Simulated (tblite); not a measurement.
Compound: C₇H₁₄O₂P (charge -1).
Structure used (GFN2-xTB), in Å, numbered top down from 1:
```
atom  x, y, z in Å
C1    -2.332   -0.810    0.527
C2    -1.200    0.082    0.043
C3    -1.328    1.466    0.657
C4    -1.187    0.144   -1.475
P5     0.344   -0.799    0.686
O6     0.463   -2.123    0.013
O7     0.351   -0.743    2.175
C8     1.683    0.320    0.044
C9     3.025   -0.338    0.045
C10    2.338   -0.043   -1.246
H11   -2.295   -0.874    1.613
H12   -2.190   -1.814    0.129
H13   -3.315   -0.437    0.220
H14   -2.329    1.878    0.499
H15   -0.604    2.154    0.224
H16   -1.138    1.397    1.726
H17   -0.992   -0.850   -1.869
H18   -2.146    0.499   -1.863
H19   -0.400    0.811   -1.826
H20    1.645    1.366    0.326
H21    3.904    0.235    0.318
H22    3.045   -1.369    0.369
H23    2.730    0.747   -1.879
H24    1.917   -0.880   -1.783
```

Computed values, GFN2-xTB/tblite, gas phase, harmonic and unscaled. This tight-binding method is rough: wavenumbers can miss measured ones by several per cent, in bad cases by 10 to 20. One conformer, not necessarily the lowest.

Harmonic wavenumbers (cm⁻¹): 49.2, 62.0, 129.5, 163.3, 176.3, 188.4, 209.9, 216.5, 232.5, 266.5, 281.2, 293.6, 362.5, 391.5, 419.9, 463.6, 474.0, 625.0, 663.4, 807.7, 825.8, 866.4, 956.1, 971.7, 973.2, 973.8, 983.4, 1006.0, 1023.6, 1030.4, 1055.4, 1063.3, 1091.5, 1110.7, 1159.6, 1214.0, 1223.5, 1234.5, 1241.6, 1254.7, 1336.4, 1388.4, 1389.3, 1411.2, 1424.1, 1478.3, 1484.8, 1497.5, 1499.7, 1501.5, 1507.9, 1516.8, 2925.6, 2934.7, 2942.5, 3001.5, 3005.7, 3009.5, 3011.4, 3013.3, 3018.6, 3027.1, 3028.0, 3029.4, 3071.3, 3089.2.

A = 1739, B = 958.5, C = 862.3 MHz; mass 161.073 u (most abundant isotopes); point group C1, symmetry number 1.

Task: What is the zero-point energy?

Result: Half the sum of the wavenumbers: 43640 cm⁻¹ = 522.05 kJ/mol.

Task: Entropy at 500 K, 1 bar (ideal gas, RRHO, classical rotation)?

Result: Translation 182.98, rotation 131.10, vibration 264.13: S = 578.2 J/(mol K).

Task: And Cp and H(500 K) − H(0)?

Result: Cp = 294.95 J/(mol K), of which vibrations give 261.70 (their classical limit is 66 R = 548.8); H(500 K) − H(0) = 85.19 kJ/mol without the zero-point energy, 68.56 from vibrations.

Task: What must be added to the electronic energy to get the Gibbs energy at 500 K and 1 bar?

Result: ZPE + [H(500 K) − H(0)] − T·S = 522.05 + 85.19 − 289.11 = 318.13 kJ/mol.

Task: How do the functions run with temperature in this model?

Result: 
```
 T (K)  S (J/(mol K))  Cp (J/(mol K))  H − H(0) (kJ/mol)  G − H(0) (kJ/mol)  ln q(vib)
   150          344.7           123.2              11.29             -40.41       3.44
   250          419.3           173.1              26.12             -78.72       6.87
298.15          451.9           198.0              35.05             -99.70       8.51
   400          517.5           249.9              57.89            -149.10      11.95
   600          635.4           332.6             116.63            -264.62      18.54
   900          786.9           413.1             229.49            -478.68      27.84
```

q(vib) and H(0) count from the zero-point level.

Task: Which modes carry the vibrational entropy at 500 K?

Result: 49.2 cm⁻¹: 24.58; 62.0 cm⁻¹: 22.66; 129.5 cm⁻¹: 16.57; 163.3 cm⁻¹: 14.67; 176.3 cm⁻¹: 14.05; 188.4 cm⁻¹: 13.51 J/(mol K); the other 60 give 158.11 together.

Hindered rotation and anharmonicity are outside this model. Other conformers, if any are populated, would add a mixing term that is left out. The structure is chiral; the term R ln 2 for an equal mix with its mirror image is left out.
